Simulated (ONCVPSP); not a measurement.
# Scattering properties, ONCV potential for S

```
Element                 : sulfur
Generator               : ONCVPSP 4.0.1
Type                    : optimised norm-conserving Vanderbilt (ONCV)
Functional              : PBE
Relativity              : scalar-relativistic
Frozen core             : [He]
Valence charge          : 14
Reference configuration : 2s2 2p6 3s2 3p3 (charge +1)
Partial waves           : 2s+3s: rc 0.85 bohr, ncon 4, nbas 8, qcut 16.9 1/bohr, 2 projectors; 2p+3p: rc 0.70 bohr, ncon 5, nbas 8, qcut 22 1/bohr, 2 projectors; d scattering state at 0.12 Ha: rc 0.65 bohr, ncon 4, nbas 9, qcut 16.1 1/bohr, 2 projectors, debl 2.5 Ha
Local potential         : polynomial inside 0.45 bohr (lpopt 4, dvloc0 6 Ha)
Core correction         : Teter function, fcfact 3.75, rcfact 1.25
```

The phase is arctan(r·R′/R) of the radial function R(r), unwrapped; energies in Ha, scanned from -10 to 5 Ha. A pole is an energy at which the radial function vanishes at the test radius. The pseudo phase is shifted by a multiple of π to meet the all-electron one at the reference energy, and phase errors are pseudo minus all-electron; the curves can meet again beyond the range given. Levels narrower than the energy grid can be missing from the lists of poles.

| channel | radius (bohr) | reference energy (Ha) | poles, all-electron | poles, pseudo | unbroken range about the reference energy with phases within 0.05 rad | phase error 1 Ha above the reference energy (rad) |
| --- | --- | --- | --- | --- | --- | --- |
| s | 0.86 | -1.02 | -7.03 | -7.03 | the whole range | +0.000 |
| p | 0.71 | -0.62 | -3.82 | -3.82 | the whole range | +0.000 |
| d | 0.66 | 0.12 | none | none | the whole range | -0.000 |

Phases in the d channel:

```csv
E (Ha),all-electron,pseudo
-9.96,1.112,1.112
-9.16,1.090,1.090
-8.36,1.065,1.065
-7.56,1.036,1.036
-6.76,1.004,1.004
-5.96,0.966,0.966
-5.16,0.923,0.923
-4.36,0.872,0.872
-3.56,0.811,0.811
-2.76,0.738,0.738
-1.96,0.650,0.650
-1.16,0.544,0.544
-0.36,0.416,0.416
0.44,0.264,0.264
1.24,0.089,0.089
2.04,-0.101,-0.101
2.84,-0.296,-0.296
3.64,-0.481,-0.481
4.44,-0.647,-0.647
```
